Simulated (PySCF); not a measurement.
C₂H₆BN.
Geometry (GFN2-xTB, Å), atoms numbered from 1 in this order:
```xyz
10
C2H6BN angstrom
C      2.1716   -0.2030    0.1008
N      1.1202    0.2559    0.1575
B     -0.2422    0.7508    0.1974
C     -1.1904   -0.5139   -0.2395
H      3.1391   -0.6137    0.0513
H     -0.4246    1.1045    1.3209
H     -0.2796    1.6526   -0.5815
H     -2.2315   -0.2046   -0.2280
H     -0.9637   -0.8676   -1.2431
H     -1.0899   -1.3563    0.4419
```

The closed-shell ground state was solved at several levels (PySCF, density fitting, gas phase, non-relativistic).

```
         level  basis functions  HOMO (eV)  LUMO (eV)  gap (eV)  dipole (D)
PBE0/def2-SVPD              128      -7.77      -1.10      6.67        5.20
   B3LYP/pcJ-1              168      -7.61      -1.27      6.34        5.31
```

Question: What might PBE0/pcSseg-1 (98 basis functions) give for the same quantities?

Answer: HOMO -7.78 eV, LUMO -0.99 eV, gap 6.79 eV, dipole 5.33 D.

Question: Over all these levels, which gives the widest orbital gap and which the narrowest?

Answer: PBE0/pcSseg-1 (global hybrid, 25 % exact exchange) has the widest, 6.79 eV, and B3LYP/pcJ-1 (global hybrid, 20 % exact exchange) the narrowest, 6.34 eV. Functional and basis both differ between the two, so the spread mixes both effects.

Question: How far do the dipole and the HOMO energy spread over the levels?

Answer: The dipole runs from 5.20 to 5.33 D (mean 5.28 D) and the HOMO from -7.78 to -7.61 eV.
